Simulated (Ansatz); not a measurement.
`[CH3][GeH]([F])[SiH3]` + H₂ → `[F][GeH2][SiH3]` + CH₄ at 400 K and 1 bar (hydrogenolysis of a Ge–C bond).

Calculated with Ansatz (gas phase, PBE0-D4/def2-TZVP geometries, no zero-point term in ΔE). CCSD(T)/CBS is the MP2 limit (def2-TZVPP, def2-QZVPP) plus CCSD(T) − MP2 in def2-TZVPP, frozen cores. This one scheme is used for every species. For Ge outer-core shells are correlated without core-valence functions, which leaves a few kJ/mol of doubt a bond. Scalar relativity is left out up to krypton.

```json
{"species": "`[CH3][GeH]([F])[SiH3]`", "CCSD(T)/CBS energy (Eh)": "-2507.28788", "H − E (kJ/mol)": "224.2", "S (J/(mol·K))": "404.7"}
{"species": "H₂", "CCSD(T)/CBS energy (Eh)": "-1.17544", "H − E (kJ/mol)": "38.0", "S (J/(mol·K))": "139.0"}
{"species": "`[F][GeH2][SiH3]`", "CCSD(T)/CBS energy (Eh)": "-2468.01111", "H − E (kJ/mol)": "140.2", "S (J/(mol·K))": "355.1"}
{"species": "CH₄", "CCSD(T)/CBS energy (Eh)": "-40.46206", "H − E (kJ/mol)": "131.3", "S (J/(mol·K))": "197.2"}
```

H − E and S are ideal-gas, rigid-rotor, harmonic terms from PBE0-D4/def2-TZVP, for one conformer and one mirror image of each species. For small species the MP2-based limit differs from directly extrapolated CCSD(T) by up to some mEh (0.8 for H₂); such offsets cancel only in part. 1 Eh = 2625.50 kJ/mol, R = 8.31446 J/(mol·K).

**Question.** By hand: ΔE, ΔH, ΔS and ΔG.

**Answer.** ΔE = (-2468.01111) + (-40.46206) − (-2507.28788) − (-1.17544) = -0.00985 Eh = -25.9 kJ/mol. Δ(H − E) = 140.2 + 131.3 − 224.2 − 38.0 = 9.3, so ΔH = -16.6 kJ/mol. ΔS = 355.1 + 197.2 − 404.7 − 139.0 = 8.6 J/(mol·K). ΔG = -16.6 − 400 × (8.6)/1000 = -20.0 kJ/mol.

**Question.** By hand: the equilibrium constant, and the temperature at which ΔG would vanish if ΔH and ΔS stayed fixed.

**Answer.** log₁₀ K = −ΔG/(RT ln 10) = 2.6. ΔH and −TΔS have one sign here, so there is no such temperature.

The number of gas molecules stays the same, so ΔS is small and ΔH decides. A doubt of 5 kJ/mol in ΔE shifts log₁₀ K by 0.7 here. Other conformers and mirror images would add mixing entropy, several J/(mol·K) or more a flexible species. These are equilibria of isolated gas molecules and say nothing of rates. Largest T1 diagnostic: 0.012 (customary marks: 0.02 for closed shells, 0.045 for open ones).

ΔS is within the doubt of such terms, so its sign, and with it that verdict, could turn.
